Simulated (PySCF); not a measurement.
Computed structure and properties of Y(OH)3

System: Y(OH)3 (singlet); start: template (C3v). Method: PySCF 2.14.0, RKS PBE0, Y def2-SVP with ECP28, O def2-SVP, H def2-SVP; non-relativistic Hamiltonian with scalar-relativistic core potentials where named; density fitting; no spin-orbit coupling.

Input of the relaxation:

```python
mol = gto.M(atom='''
Y     -0.00000    -0.00000    -0.00756
O      2.11197     0.00002    -0.00756
H      3.01202     0.00003     0.34244
O     -1.05601     1.82901    -0.00756
H     -1.50604     2.60847     0.34244
O     -1.05597    -1.82903    -0.00756
H     -1.50598    -2.60850     0.34244''',
    basis={'Y': 'def2-SVP', 'O': 'def2-SVP', 'H': 'def2-SVP'},
    ecp={'Y': 'def2-SVP'},
    charge=0, spin=0)
mf = dft.RKS(mol, xc='PBE0')
mf.grids.atom_grid = (50, 194)
mf = mf.density_fit()  # fitting sets: Y def2-universal-JKFIT, O def2-universal-JKFIT, H def2-universal-JKFIT
mf.conv_tol = 1e-08; mf.max_cycle = 55
mf.kernel(dm0)  # dm0: converged density of the start geometry
# quasi-Newton relaxation in Cartesian coordinates to a largest gradient under 0.00045 Eh/bohr, steps kept in the point group
```

Run from Python with OMP_NUM_THREADS=2; the lines above give its settings. Where DIIS fails, smearing, a level shift and second-order steps follow.
It took 31 s on 2 threads of Arm Neoverse V2, on a shared host, from the converged density of the start.

Course of the relaxation:

| step | energy above end (eV) | largest force component within the symmetry (eV/Å) |
| --- | --- | --- |
| 0 | 0.3306 | 1.156 |
| 1 | 0.1238 | 0.661 |
| 2 | 0.0735 | 0.600 |
| 3 | 0.0410 | 0.218 |
| 4 | 0.0323 | 0.071 |
| 5 | 0.0247 | 0.305 |
| 6 | 0.0195 | 0.372 |
| 7 | 0.0093 | 0.317 |
| 8 | 0.0028 | 0.125 |
| 9 | 0.0019 | 0.050 |
| 10 | 0.0006 | 0.075 |
| 11 | 0.0001 | 0.034 |
| 12 | 0.0000 | 0.013 |

Relaxed geometry (D3h):

```xyz
7

Y     0.0000    0.0000    0.1402
O     2.0272    0.0000    0.1413
H     2.9827    0.0000    0.1443
O    -1.0136    1.7556    0.1413
H    -1.4914    2.5831    0.1443
O    -1.0136   -1.7556    0.1413
H    -1.4913   -2.5831    0.1443
```

```tsv
contact	Å
Y1–O2 (OH)	2.027
Y1–O4 (OH)	2.027
Y1–O6 (OH)	2.027
```

On the finer grid (75, 302):

```
HOMO                                                         : -7.60 eV
LUMO                                                         : -1.22 eV
Dipole about the centre of mass                              : 0.01 D
Set of Mulliken populations of Y1 outside the core potential : s 2.16, p 6.34, d 1.36, f 0.16
D3(BJ) dispersion energy (not in the energies)               : -0.081 eV
```

| atom | Mulliken (e) | Löwdin (e) | spin (e) |
| --- | --- | --- | --- |
| Y1 | 0.97 | 0.36 | 0.00 |
| O2 | -0.50 | -0.20 | 0.00 |
| H3 | 0.17 | 0.08 | 0.00 |
| O4 | -0.50 | -0.20 | 0.00 |
| H5 | 0.17 | 0.08 | 0.00 |
| O6 | -0.50 | -0.20 | 0.00 |
| H7 | 0.17 | 0.08 | 0.00 |

On the grid (50, 194), as all that follows. Harmonic modes: a minimum; lowest 87 cm⁻¹ (negative: unstable), highest 4023 cm⁻¹, zero-point energy 1.037 eV.

Taking off one OH (charge -1, singlet; the rest: singlet) in vacuum, both parts rigid, costs 11.36 eV; the small basis without counterpoise inflates it. Most of it is the attraction of opposite charges; other ways to part are cheaper, and one spin state was tried for the rest.

Rigid scan of OH along the line from its metal:

```
distance to O2 (Å)  energy (eV)
              1.73        1.522
              1.83        0.580
              1.93        0.125
              2.03        0.000
              2.13        0.092
              2.23        0.322
              2.43        0.999
              2.73        2.161
              3.13        3.564
              3.63        4.892
```

One start shape was tried, so this needn't be the lowest isomer.
